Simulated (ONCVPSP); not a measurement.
**Rh (Z = 45), ONCV: configuration errors across variants**

rhodium (Rh), optimised norm-conserving Vanderbilt (ONCV), made with ONCVPSP 4.0.1 (PBEsol, fully relativistic). Core [Ar] 3d10, reference 4s2 4p6 4d8 5s1. Waves: 4s+5s: rc 1.65 bohr, ncon 4, nbas 8, qcut 8.4 1/bohr, 2 projectors; 4p: rc 1.60 bohr, ncon 3, nbas 8, qcut 6.7 1/bohr, 2 projectors, debl 0.9 Ha; 4d: rc 1.90 bohr, ncon 4, nbas 9, qcut 7.5 1/bohr, 1 projector. Local part: polynomial inside 1.10 bohr (lpopt 5, dvloc0 0 Ha). Core correction: polynomial model core, fcfact 0.6.

Open shells are filled in proportion to 2j + 1.

In the p channel the program set the typed energies aside and used -1.806, 0.250 Ha (j = l + 1/2; the other j can differ).

All-electron excitation energies from the reference (eV): (1) 4s2 4p6 4d8 5s0 7.464; (2) 4s2 4p6 4d7 5s0 26.974; (3) 4s2 4p6 4d6 5s0 59.464; (4) 4s2 4p5 4d8 5s1 56.682.

A true bound ghost makes a file unfit for plane-wave use even where its test errors are small: the radial tests pick states by their node count and pass the ghost by.

Errors AE − PS in meV (a dash: test not solved or not reliable):

| change | (1) | (2) | (3) | (4) | bound ghosts | GHOST(+) flags above zero |
| --- | --- | --- | --- | --- | --- | --- |
| base | +0.2 | -1.2 | +7.8 | -91 | none | s |
| all radii but the core radius scaled by about 0.80 (s 1.32, p 1.28, d 1.54 bohr); local potential polynomial inside 0.88 bohr (lpopt 5, dvloc0 0 Ha) | +0.2 | +1.1 | +8.9 | -37 | none | s |
| all radii but the core radius scaled by about 1.10 (s 1.82, p 1.76, d 2.10 bohr); local potential polynomial inside 1.22 bohr (lpopt 5, dvloc0 0 Ha) | +0.3 | -3.1 | +9.8 | -119 | none | none |
| all radii but the core radius scaled by about 1.18 (s 1.94, p 1.88, d 2.24 bohr); local potential polynomial inside 1.30 bohr (lpopt 5, dvloc0 0 Ha) | +0.4 | -4.7 | +11 | -153 | d3/2 | d5/2 |
| all radii but the core radius scaled by about 1.30 (s 2.14, p 2.08, d 2.46 bohr); local potential polynomial inside 1.42 bohr (lpopt 5, dvloc0 0 Ha) | +1.2 | -7.0 | +30 | -153 | none | none |

(1) Give the same row for: all radii but the core radius scaled by about 0.91 (s 1.50, p 1.46, d 1.74 bohr); local potential polynomial inside 1.00 bohr (lpopt 5, dvloc0 0 Ha).

Answers

(1) +0.1, 0.0, +7.7, -67; bound ghosts: none; GHOST(+) flags above zero: s.
